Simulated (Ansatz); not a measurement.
Calculated with Ansatz (gas phase, PBE0-D4/def2-TZVP geometries, no zero-point term in ΔE). CBS: MP2 limit from def2 TZ/QZ plus the TZ coupled-cluster correction, frozen cores. DFT in def2-TZVPP. B3LYP here is the variant with VWN-RPA as its local correlation; programs differ in this.

Consider the ligand exchange at the Si–C bond: `[SiH3]C1CCC1` + `FC1NCO1` → `FC1OCN1[SiH3]` + `C1CCC1`.

`[SiH3]C1CCC1`:

Z-matrix (Å, degrees):
```
Si
C 1 1.872
H 1 1.490 2 110.1
H 1 1.489 2 110.8 3 119.7
H 1 1.489 2 110.7 3 -119.7
C 2 1.552 1 114.2 3 -49.6
C 2 1.552 1 114.2 3 49.7
H 2 1.094 1 108.5 3 -180.0
C 6 1.539 2 88.8 1 98.6
H 6 1.093 2 111.3 1 -148.3
H 6 1.093 2 118.2 1 -22.2
H 7 1.093 2 111.4 1 148.3
H 7 1.093 2 118.2 1 22.2
H 9 1.091 6 117.5 2 138.2
H 9 1.092 6 111.6 2 -95.6
```

`FC1NCO1`:

Cartesian coordinates in Å:
```
F 0.136 2.120 -0.181
C 0.278 0.871 0.334
N -0.872 0.035 0.150
C 0.019 -0.882 -0.558
O 1.086 0.067 -0.478
H 0.663 1.007 1.353
H -1.300 -0.312 0.997
H 0.257 -1.809 -0.025
H -0.268 -1.097 -1.591
```

`FC1OCN1[SiH3]`:

Cartesian coordinates in Å:
```
F 0.870 -1.818 0.795
C 1.084 -0.461 0.741
O 1.996 -0.124 -0.258
C 0.947 0.542 -0.969
N 0.028 0.268 0.124
Si -1.686 0.055 0.193
H 1.392 -0.174 1.752
H 1.172 1.602 -1.119
H 0.719 0.057 -1.926
H -2.183 -1.102 -0.602
H -2.035 -0.137 1.620
H -2.304 1.291 -0.350
```

`C1CCC1`:

Z-matrix (Å, degrees):
```
C
C 1 1.541
C 1 1.541 2 88.3
H 1 1.093 2 111.3 3 112.2
H 1 1.091 2 118.1 3 -121.3
C 2 1.541 1 88.3 3 -19.5
H 2 1.091 1 118.1 3 -140.8
H 2 1.093 1 111.3 3 92.7
H 3 1.091 1 118.1 2 140.8
H 3 1.093 1 111.3 2 -92.7
H 6 1.091 2 118.1 1 140.8
H 6 1.093 2 111.3 1 -92.7
```

| level | ΔE (kJ/mol) | difference from CCSD(T)/CBS |
| --- | --- | --- |
| ωB97X-V | -55.2 | -0.1 |
| ωB97M-V | -54.2 | 0.9 |
| B2PLYP | -60.1 | -5.0 |
| PBE | -49.9 | 5.2 |
| B3LYP | -60.9 | -5.8 |
| MP2/def2-TZVPP | -56.9 | -1.8 |
| CCSD(T)/def2-TZVPP | -55.0 | 0.1 |
| MP2/def2-QZVPP | -57.2 | -2.1 |
| HF/CBS(def2) | -70.4 | -15.3 |
| MP2/CBS(def2) | -57.0 | -1.9 |
| CCSD(T)/CBS | -55.1 | 0 |

Largest T1 diagnostic among the species: 0.012.

In def2-TZVPP, CCSD(T) changes the Hartree–Fock value by +14.5 kJ/mol (the triples alone add +2.0 kJ/mol) and MP2 by +12.6 kJ/mol.
